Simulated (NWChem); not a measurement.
Everything below was run with NWChem. System: C2HF2O2, charge 1, spin multiplicity 1, at the geometry of a parent with another charge or spin, in a state set for the comparison that need not be this species' ground state. Level: LC-wPBE (omega 0.3 per bohr)/def2-SVPD.

Input file:

```
start mol
memory heap 200 mb stack 900 mb global 1100 mb
charge 1
geometry units angstroms nocenter noautoz noautosym
  O     -0.980332    -1.510377     0.027796
  C     -0.709001    -0.327953     0.004654
  O     -1.614338     0.674283     0.015807
  C      0.644631     0.176169    -0.071751
  F      1.669892    -0.628387    -0.008751
  F      0.956022     1.444633     0.009709
  H     -2.489641     0.253244     0.045129
end
basis spherical
  * library def2-svpd
end
dft
  xc xwpbe 1.00 cpbe96 1.0 hfexch 1.00
  cam 0.3 cam_alpha 0.00 cam_beta 1.00
  direct
  iterations 100
end
task dft energy
```

NWChem printed:

```
             Northwest Computational Chemistry Package (NWChem) 7.3.0
             --------------------------------------------------------

                                NWChem Input Module
                                -------------------

 Scaling coordinates for geometry "geometry" by  1.889725989
 (inverse scale =  0.529177249)

                             Geometry "geometry" -> ""
                             -------------------------

 Output coordinates in angstroms (scale by  1.889725989 to convert to a.u.)

  No.       Tag          Charge          X              Y              Z
 ---- ---------------- ---------- -------------- -------------- --------------
    1 O                    8.0000    -0.98033200    -1.51037700     0.02779600
    2 C                    6.0000    -0.70900100    -0.32795300     0.00465400
    3 O                    8.0000    -1.61433800     0.67428300     0.01580700
    4 C                    6.0000     0.64463100     0.17616900    -0.07175100
    5 F                    9.0000     1.66989200    -0.62838700    -0.00875100
    6 F                    9.0000     0.95602200     1.44463300     0.00970900
    7 H                    1.0000    -2.48964100     0.25324400     0.04512900

 Effective nuclear repulsion energy (a.u.)     237.2795615646

            Nuclear Dipole moment (a.u.)
            ----------------------------
        X                 Y               Z
 ---------------- ---------------- ----------------
     0.0000094486     0.0000037795    -0.0000132281


 Summary of "ao basis" -> "" (spherical)
 ------------------------------------------------------------------------------
       Tag                 Description            Shells   Functions and Types
 ---------------- ------------------------------  ------  ---------------------
 *                         def2-svpd                  on all atoms

  pbe96 is a nonlocal functional; adding pw91lda local functional.

                                 NWChem DFT Module
                                 -----------------

 Summary of "ao basis" -> "ao basis" (spherical)
 ------------------------------------------------------------------------------
       Tag                 Description            Shells   Functions and Types
 ---------------- ------------------------------  ------  ---------------------
 O                         def2-svpd                 9       23   4s3p2d
 C                         def2-svpd                 8       20   4s2p2d
 F                         def2-svpd                 9       23   4s3p2d
 H                         def2-svpd                 4        8   2s2p

 Summary of "ao basis" -> "ao basis" (spherical)
 ------------------------------------------------------------------------------
       Tag                 Description            Shells   Functions and Types
 ---------------- ------------------------------  ------  ---------------------
 O                         def2-svpd                 9       23   4s3p2d
 C                         def2-svpd                 8       20   4s2p2d
 F                         def2-svpd                 9       23   4s3p2d
 H                         def2-svpd                 4        8   2s2p

  int_init: cando_txs set to always be  F

            General Information
            -------------------
          SCF calculation type: DFT
          Wavefunction type:  closed shell.
          No. of atoms     :     7
          No. of electrons :    46
           Alpha electrons :    23
            Beta electrons :    23
          Charge           :     1
          Spin multiplicity:     1
          Use of symmetry is: off; symmetry adaption is: off
          Maximum number of iterations: 100
          This is a Direct SCF calculation.
          AO basis - number of functions:   140
                     number of shells:    56
          Convergence on energy requested:  1.00D-06
          Convergence on density requested:  1.00D-05
          Convergence on gradient requested:  5.00D-04

              XC Information
              --------------
                     Hartree-Fock (Exact) Exchange  1.000
                     LC-wPBE(h)Exchange Functional  1.000
            Perdew 1991 LDA Correlation Functional  1.000 local
           PerdewBurkeErnz. Correlation Functional  1.000 non-local

           Range-Separation Parameters
           ---------------------------
           Alpha           :  0.00
           Beta            :  1.00
           Gamma           :  0.30
           Short-Range HF  :     F

             Grid Information
             ----------------
          Grid used for XC integration:  medium
          Radial quadrature: Mura-Knowles
          Angular quadrature: Lebedev.
          Tag              B.-S. Rad. Rad. Pts. Rad. Cut. Ang. Pts.
          ---              ---------- --------- --------- ---------
          O                   0.60       49          11.0       434
          C                   0.70       49          10.0       434
          F                   0.50       49          12.0       434
          H                   0.35       45          12.0       434
          Grid pruning is: on
          Number of quadrature shells:   339
          Spatial weights used:  Erf1

          Convergence Information
          -----------------------
          Convergence aids based upon iterative change in
          total energy or number of iterations.
          Levelshifting, if invoked, occurs when the
          HOMO/LUMO gap drops below (HL_TOL):  1.00D-02
          DIIS, if invoked, will attempt to extrapolate
          using up to (NFOCK): 10 stored Fock matrices.

                    Damping( 0%)  Levelshifting(0.5)       DIIS
                  --------------- ------------------- ---------------
          dE  on:    start            ASAP                start
          dE off:    2 iters        100 iters           100 iters

      Screening Tolerance Information
      -------------------------------
          Density screening/tol_rho:  1.00D-10
          AO Gaussian exp screening on grid/accAOfunc:  14
          CD Gaussian exp screening on grid/accCDfunc:  20
          XC Gaussian exp screening on grid/accXCfunc:  20
          Schwarz screening/accCoul:  1.00D-08

      Superposition of Atomic Density Guess
      -------------------------------------

 Sum of atomic energies:        -423.73242152

 Renormalizing density from      47.00 to     46

      Non-variational initial energy
      ------------------------------

 Total energy =    -420.074434
 1-e energy   =   -1034.738853
 2-e energy   =     377.384857
 HOMO         =      -0.745957
 LUMO         =      -0.446797

   convergence    iter        energy       DeltaE   RMS-Dens  Diis-err    time
 ---------------- ----- ----------------- --------- --------- ---------  ------
 d= 0,ls=0.0,diis     1   -425.5090051634 -6.63D+02  2.54D-02  4.00D+00    11.2
 d= 0,ls=0.0,diis     2   -424.8934559847  6.16D-01  1.55D-02  1.20D+01    21.7
 d= 0,ls=0.0,diis     3   -425.9103194466 -1.02D+00  2.87D-03  1.44D-01    32.2
 d= 0,ls=0.0,diis     4   -425.9151811246 -4.86D-03  1.37D-03  1.01D-01    42.6
 d= 0,ls=0.0,diis     5   -425.9242935265 -9.11D-03  3.15D-04  1.24D-03    53.6
  Resetting Diis
 d= 0,ls=0.0,diis     6   -425.9244343588 -1.41D-04  1.69D-04  3.78D-04    65.0
 d= 0,ls=0.0,diis     7   -425.9244898898 -5.55D-05  9.75D-05  2.77D-05    76.2
 d= 0,ls=0.0,diis     8   -425.9245031945 -1.33D-05  2.95D-05  3.01D-05    87.1
 d= 0,ls=0.0,diis     9   -425.9245084571 -5.26D-06  6.24D-05  5.56D-06    98.0
 d= 0,ls=0.0,diis    10   -425.9245145226 -6.07D-06  3.11D-05  2.78D-06   108.9
 d= 0,ls=0.0,diis    11   -425.9245165177 -2.00D-06  2.34D-05  6.46D-07   119.9
 d= 0,ls=0.0,diis    12   -425.9245173121 -7.94D-07  1.50D-05  1.62D-07   130.8
 d= 0,ls=0.0,diis    13   -425.9245175189 -2.07D-07  3.93D-06  6.76D-08   141.8

         Total DFT energy =     -425.924517518882
      One electron energy =    -1045.324236421490
           Coulomb energy =      430.525929446672
    Exchange-Corr. energy =      -48.405772108618
 Nuclear repulsion energy =      237.279561564554

 Numeric. integr. density =       46.000004036149

     Total iterative time =    141.0s

                       DFT Final Molecular Orbital Analysis
                       ------------------------------------

 Vector   21  Occ=2.000000D+00  E=-7.646617D-01
              MO Center= -1.3D+00, -1.3D-01,  1.6D-02, r^2= 2.2D+00
   Bfn.  Coefficient  Atom+Function         Bfn.  Coefficient  Atom+Function
  ----- ------------  ---------------      ----- ------------  ---------------
    49      0.389693  3 O  py                 6      0.293846  1 O  py
    29     -0.252723  2 C  py                46      0.226854  3 O  s
    52      0.219563  3 O  py                 5      0.211578  1 O  px
   133     -0.194897  7 H  s                 45      0.185487  3 O  s
    69     -0.184470  4 C  s                 48      0.167332  3 O  px

 Vector   22  Occ=2.000000D+00  E=-6.794543D-01
              MO Center= -1.3D+00, -1.7D-01,  2.0D-02, r^2= 1.8D+00
   Bfn.  Coefficient  Atom+Function         Bfn.  Coefficient  Atom+Function
  ----- ------------  ---------------      ----- ------------  ---------------
    50      0.519493  3 O  pz                 7     -0.405902  1 O  pz
    53      0.360003  3 O  pz                10     -0.264733  1 O  pz
    30     -0.094680  2 C  pz                56      0.064798  3 O  pz
    13     -0.053397  1 O  pz                35      0.047109  2 C  d -1
    93     -0.038348  5 F  pz                73     -0.036926  4 C  pz

 Vector   23  Occ=2.000000D+00  E=-6.575496D-01
              MO Center= -9.8D-01, -9.9D-01,  1.8D-02, r^2= 1.6D+00
   Bfn.  Coefficient  Atom+Function         Bfn.  Coefficient  Atom+Function
  ----- ------------  ---------------      ----- ------------  ---------------
     5      0.564746  1 O  px                 8      0.376969  1 O  px
    49     -0.286284  3 O  py                69     -0.196118  4 C  s
    52     -0.190940  3 O  py                 6     -0.173025  1 O  py
    68     -0.132941  4 C  s                 71      0.121033  4 C  px
    74      0.114634  4 C  px                 9     -0.107869  1 O  py

 Vector   24  Occ=0.000000D+00  E=-3.727299D-01
              MO Center=  3.7D-01, -2.1D-02, -8.1D-02, r^2= 2.1D+00
   Bfn.  Coefficient  Atom+Function         Bfn.  Coefficient  Atom+Function
  ----- ------------  ---------------      ----- ------------  ---------------
    73      0.594128  4 C  pz                76      0.338790  4 C  pz
    93      0.269900  5 F  pz               116      0.269307  6 F  pz
     7     -0.262650  1 O  pz                10     -0.191695  1 O  pz
    96     -0.190980  5 F  pz               119     -0.190194  6 F  pz
    50     -0.141205  3 O  pz                30      0.117431  2 C  pz

 Vector   25  Occ=0.000000D+00  E=-1.559869D-01
              MO Center= -1.8D-01, -2.0D-01, -1.4D-01, r^2= 2.9D+00
   Bfn.  Coefficient  Atom+Function         Bfn.  Coefficient  Atom+Function
  ----- ------------  ---------------      ----- ------------  ---------------
    70      1.679687  4 C  s                 90     -0.634381  5 F  s
   113     -0.626352  6 F  s                 30      0.526853  2 C  pz
    33      0.470803  2 C  pz                69      0.447017  4 C  s
     7     -0.310507  1 O  pz                27     -0.307098  2 C  s
    73     -0.293571  4 C  pz                26     -0.265920  2 C  s

 Vector   26  Occ=0.000000D+00  E=-1.237218D-01
              MO Center=  6.0D-01,  1.6D-01,  9.0D-02, r^2= 4.6D+00
   Bfn.  Coefficient  Atom+Function         Bfn.  Coefficient  Atom+Function
  ----- ------------  ---------------      ----- ------------  ---------------
    70      3.756166  4 C  s                 90     -1.459653  5 F  s
   113     -1.412810  6 F  s                 26     -0.588814  2 C  s
    69      0.558194  4 C  s                121      0.452498  6 F  py
    97      0.376326  5 F  px                30     -0.302459  2 C  pz
     4     -0.275880  1 O  s                 74      0.269934  4 C  px

 center of mass
 --------------
 x =   0.10155562 y =   0.01129799 z =  -0.00087639

 moments of inertia (a.u.)
 ------------------
         331.106500972350         -57.359930807897           5.895070595803
         -57.359930807897         515.921904187201           1.029538074250
           5.895070595803           1.029538074250         846.430817876407

     Multipole analysis of the density
     ---------------------------------

     L   x y z        total         alpha         beta         nuclear
     -   - - -        -----         -----         ----         -------
     0   0 0 0      1.000000    -23.000000    -23.000000     47.000000

     1   1 0 0     -0.020571     -0.010290     -0.010290      0.000009
     1   0 1 0      0.466572      0.233284      0.233284      0.000004
     1   0 0 1     -0.084997     -0.042492     -0.042492     -0.000013

     2   2 0 0    -12.426396   -137.570267   -137.570267    262.714138
     2   1 1 0      0.043435    -13.493111    -13.493111     27.029657
     2   1 0 1     -0.250920      1.445431      1.445431     -3.141782
     2   0 2 0    -22.946131    -92.035111    -92.035111    161.124090
     2   0 1 1      0.005976      0.268030      0.268030     -0.530084
     2   0 0 2    -20.755466    -10.454106    -10.454106      0.152746

 Task  times  cpu:      141.8s     wall:      141.8s

 Total times  cpu:      141.8s     wall:      141.8s
```
